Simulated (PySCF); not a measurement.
PySCF job for CH3IOTe, SMILES CO[Te]I, PBE-D3(BJ)/def2-SVP. The structure is a stationary point at PBE-D3(BJ)/def2-SVP. This is a generated structure with no PubChem entry under its InChIKey; it may be hypothetical. The def2 effective core potentials stand for the cores of I, Te; spin–orbit coupling is left out. Other conformers were not sampled.

```python
import numpy as np
from pyscf import gto, scf, dft, df
from pyscf.hessian import thermo

mol = gto.M(
    atom='''
    Te    0.51938674   -0.69262692    0.84669721
    I    -1.11929996    1.09006755   -0.45904851
    O     2.03919621   -0.85335745   -0.47104203
    C     1.79218309   -1.59439781   -1.65874982
    H     1.07323146   -1.07242522   -2.33101316
    H     2.76729336   -1.67079889   -2.18472089
    H     1.40759395   -2.62051016   -1.46211433
    ''',
    basis='def2-SVP',
    ecp={'I': 'def2-svp', 'Te': 'def2-svp'},
    charge=0,
    spin=0,
    max_memory=1600,
    verbose=3,
)
mf = dft.RKS(mol, xc='pbe').density_fit(auxbasis='def2-universal-jkfit')
mf.disp = 'd3bj'
mf.grids.level = 3
mf.conv_tol = 1e-11
mf.max_cycle = 100
mf.kernel()

# [left out here: the lines that compute and print the analytic Hessian (its translational invariance restored by hand, since the grid's response is missing), thermochemistry and intensities]
```

It prints:

```
converged SCF energy = -680.621221485989

WARN: DFTD3 does not support analytical Hessian, using finite difference


WARN: Mole.unit (angstrom) is changed to Bohr

Mode                                 0                   1                   2
Irrep
Freq [cm^-1]                       64.0201            121.6699            184.0548
Reduced mass [au]                   4.0333              1.4107              6.1389
Force const [Dyne/A]                0.0097              0.0123              0.1225
Char temp [K]                      92.1107            175.0558            264.8138
Normal mode                   x     y     z       x     y     z       x     y     z
       0  Te                 0.00  0.00 -0.03    0.01  0.01 -0.00    0.03 -0.03  0.02
       1   I                -0.02  0.02  0.02   -0.01  0.00 -0.00   -0.04  0.04 -0.03
       2   O                 0.04 -0.02  0.02    0.04 -0.10  0.05    0.04 -0.07  0.04
       3   C                 0.12 -0.14  0.07    0.00  0.04 -0.03   -0.00  0.02 -0.01
       4   H                 0.15 -0.22 -0.02    0.35  0.36 -0.15   -0.16 -0.02  0.13
       5   H                 0.16 -0.17  0.14    0.08 -0.33  0.17   -0.06  0.22 -0.14
       6   H                 0.14 -0.13  0.15   -0.46  0.19 -0.15    0.17 -0.06 -0.07
Mode                                 3                   4                   5
Irrep
Freq [cm^-1]                      206.3487            276.0259            526.5977
Reduced mass [au]                   3.4588              3.5425              7.8998
Force const [Dyne/A]                0.0868              0.1590              1.2907
Char temp [K]                     296.8898            397.1398            757.6568
Normal mode                   x     y     z       x     y     z       x     y     z
       0  Te                -0.02  0.03 -0.02   -0.01  0.01  0.03    0.02 -0.00 -0.02
       1   I                 0.01 -0.02  0.02    0.00  0.00 -0.00    0.00 -0.00  0.00
       2   O                 0.05 -0.13  0.06   -0.08 -0.05 -0.08   -0.20 -0.02  0.10
       3   C                 0.01  0.03 -0.02    0.12 -0.02 -0.13    0.00  0.03  0.06
       4   H                -0.18  0.00  0.16    0.18 -0.05 -0.22    0.05  0.02  0.00
       5   H                -0.05  0.30 -0.18    0.21  0.08  0.00    0.08  0.16  0.19
       6   H                 0.23 -0.08 -0.14    0.19 -0.07 -0.24    0.06 -0.01 -0.05
Mode                                 6                   7                   8
Irrep
Freq [cm^-1]                     1027.8922           1118.1926           1129.7957
Reduced mass [au]                   8.4573              1.2973              1.3492
Force const [Dyne/A]                5.2647              0.9557              1.0147
Char temp [K]                    1478.9080           1608.8302           1625.5244
Normal mode                   x     y     z       x     y     z       x     y     z
       0  Te                -0.00 -0.00  0.00    0.00 -0.00 -0.00    0.00  0.00  0.00
       1   I                -0.00  0.00 -0.00   -0.00  0.00 -0.00    0.00 -0.00  0.00
       2   O                -0.00 -0.09 -0.15    0.03 -0.03  0.03   -0.05 -0.04  0.01
       3   C                 0.01  0.10  0.17   -0.07  0.08 -0.06    0.11  0.06 -0.03
       4   H                 0.06  0.02  0.03   -0.04 -0.42 -0.49   -0.21 -0.12  0.17
       5   H                 0.02  0.08  0.16    0.12 -0.09  0.32   -0.13 -0.38 -0.42
       6   H                 0.06  0.05  0.08    0.25  0.05  0.38   -0.12  0.25  0.46
Mode                                 9                  10                  11
Irrep
Freq [cm^-1]                     1390.4780           1396.7371           1421.3213
Reduced mass [au]                   1.0803              1.0778              1.0515
Force const [Dyne/A]                1.2307              1.2389              1.2515
Char temp [K]                    2000.5883           2009.5937           2044.9649
Normal mode                   x     y     z       x     y     z       x     y     z
       0  Te                -0.00  0.00  0.00    0.00 -0.00 -0.00   -0.00  0.00  0.00
       1   I                 0.00 -0.00  0.00   -0.00  0.00 -0.00    0.00 -0.00  0.00
       2   O                 0.01 -0.01 -0.01   -0.00  0.00  0.02   -0.01 -0.01 -0.00
       3   C                 0.02 -0.06 -0.04    0.00 -0.00  0.07   -0.05 -0.03 -0.02
       4   H                -0.01  0.03  0.04    0.34 -0.26 -0.53    0.41  0.55 -0.04
       5   H                 0.16  0.64  0.14   -0.29  0.24 -0.53   -0.11  0.02 -0.18
       6   H                -0.44  0.23  0.46   -0.17  0.04 -0.10    0.44 -0.09  0.47
Mode                                12                  13                  14
Irrep
Freq [cm^-1]                     2920.1746           3001.3861           3038.1488
Reduced mass [au]                   1.0317              1.1067              1.1040
Force const [Dyne/A]                5.1833              5.8736              6.0038
Char temp [K]                    4201.4811           4318.3264           4371.2197
Normal mode                   x     y     z       x     y     z       x     y     z
       0  Te                -0.00  0.00  0.00    0.00  0.00 -0.00    0.00 -0.00 -0.00
       1   I                 0.00 -0.00  0.00   -0.00  0.00  0.00    0.00 -0.00 -0.00
       2   O                 0.00 -0.00 -0.00   -0.00  0.00 -0.00    0.00  0.00  0.00
       3   C                -0.02 -0.02 -0.03    0.02 -0.08  0.04   -0.08 -0.01  0.03
       4   H                 0.42 -0.32  0.38   -0.44  0.32 -0.39    0.13 -0.12  0.14
       5   H                -0.37  0.03  0.19   -0.07 -0.01  0.05    0.76 -0.05 -0.40
       6   H                 0.20  0.56 -0.12    0.24  0.60 -0.13    0.10  0.31 -0.07
temperature 298.1500 [K]
pressure 101325.00 [Pa]
Rotational constants [GHz] 3.29519 0.84925 0.69198
Symmetry number 1
Zero-point energy (ZPE) 0.04060 [Eh]   106604.278 [J/mol]
                           tot       elec      trans        rot        vib
Entropy [J/mol/K]       361.962      0.000    179.265    123.415     59.281
Cv [J/mol/K]             73.842      0.000     12.472     12.472     48.899
Cp [J/mol/K]             82.156      0.000     20.786     12.472     48.899
Internal energy [J/mol]                      3718.434   3718.434 115513.883
Internal energy [Eh]   -680.57439  -680.62122
Enthalpy [J/mol]                             6197.391   3718.434 115513.883
Enthalpy [Eh]          -680.57345
Gibbs free energy [J/mol]                  -47250.605 -33077.683  97839.126
Gibbs free energy [Eh] -680.61455
mode   freq/cm-1   IR/(km/mol)
   1       64.02         1.162
   2      121.67         1.150
   3      184.05         1.825
   4      206.35        17.432
   5      276.03         2.473
   6      526.60        37.777
   7     1027.89        91.568
   8     1118.19         1.945
   9     1129.80         7.806
  10     1390.48         9.048
  11     1396.74        16.817
  12     1421.32        17.176
  13     2920.17        62.834
  14     3001.39        26.735
  15     3038.15        10.218
max |gradient| / (hartree/bohr): 0.0001091920253322815
APT charges: [ 0.5677 -0.3047 -0.5998  0.4052 -0.0168 -0.0186 -0.0333]
```

Self-consistency was reached.
